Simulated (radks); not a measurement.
Values are calculated unless marked as measured or tabulated.
Question: Te XVI, configuration [Kr] 4d1. Code: a radial shooting solver on a logarithmic mesh with Libxc functionals. Model: non-relativistic Kohn-Sham, PBE, spin-polarised, spherical densities, point nucleus; open shells are filled with parallel spins first (spin-orbit coupling, left out, can overturn this in heavy ions); relativity is left out, which matters for an element this heavy. Some entries of the table are withheld. Estimate them.

orbital  occ.  eigenvalue (Ry)  r(max) (bohr)
1s up       1        -2260.431        0.01936
1s down     1        -2260.431        0.01936
2s up       1        -360.7548         0.1070
2s down     1        -360.7168         0.1070
2p up       3        -340.1917        0.08372
2p down     3        -340.1634        0.08371
3s up       1        -91.71612         0.3046
3s down     1        -91.69747         0.3046
3p up       3        -83.14920         0.2910
3p down     3        -83.12820         0.2910
3d up       5        -67.33799         0.2370
3d down     5        -67.30595         0.2370
4s up       1        -33.92693         0.7004
4s down     1        -33.79449         0.7001
4p up       3        -30.74515         0.7121
4p down     3        -30.61372         0.7119
4d up       1        -25.20055         0.7302
4d down     0        -25.07225         0.7299
5s up       0              (1)          1.364
5s down     0              (2)          1.365
5p up       0        -15.88730          1.416
5p down     0        -15.82638          1.417

Answer: 
(1) 5s up eigenvalue (Ry): -17.20184
(2) 5s down eigenvalue (Ry): -17.13898
